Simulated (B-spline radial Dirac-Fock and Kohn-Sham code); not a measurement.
## Ce⁹⁺: M5-N45N45 lines in intermediate coupling

System: the Ce⁹⁺ ion, [Kr] 4d10 5s2 5p1.

The run's input, task.json:

```json
{"items": [{
  "Z": 58,
  "q": 9,
  "cfg": [[1, 0, 2], [2, 0, 2], [2, 1, 6], [3, 0, 2], [3, 1, 6], [3, 2, 10], [4, 0, 2], [4, 1, 6], [4, 2, 10], [5, 0, 2], [5, 1, 1]],
  "A": 140,
  "rrms": 4.8771,
  "do": ["binding", "quiet", "double"]
}]}
```

Run with: `python xray_run.py task.json out`

Calculated with a radial atomic solver, using Dirac-Fock energy differences between relaxed states, corrected for Breit and QED terms. The two-hole levels come from diagonalising the Coulomb interaction among the jj configurations; intensities are independent-particle Coulomb rates. Kinetic energies are from the vacuum level. Correlation energy is missing from these numbers. Open outer shells are spectators and are not coupled to the holes.

```
kinetic energy (eV)  J  leading jj holes (weight)  leading LS term (weight)  intensity (%)
              490.3  0                N4N4 (0.78)                ¹S0 (0.85)            1.9
              497.5  2                N4N4 (0.82)                ¹D2 (0.52)            2.8
              498.5  4                N4N5 (0.93)                ¹G4 (0.96)           23.3
              499.3  1                N4N5 (1.00)                ³P1 (1.00)            6.1
              500.0  0                N5N5 (0.78)                ³P0 (0.85)            3.8
              500.7  2                N4N5 (0.76)                ³P2 (0.53)            8.9
              502.7  3                N4N5 (1.00)                ³F3 (1.00)           10.2
              503.5  2                N5N5 (0.91)                ¹D2 (0.48)           17.8
              505.8  4                N5N5 (0.93)                ³F4 (0.96)           25.2
```

The strongest line, by its leading LS label ³F4, lies at 505.8 eV. The mean weight of the leading component is 0.88 in jj and 0.79 in LS coupling, so jj labels describe these levels better.
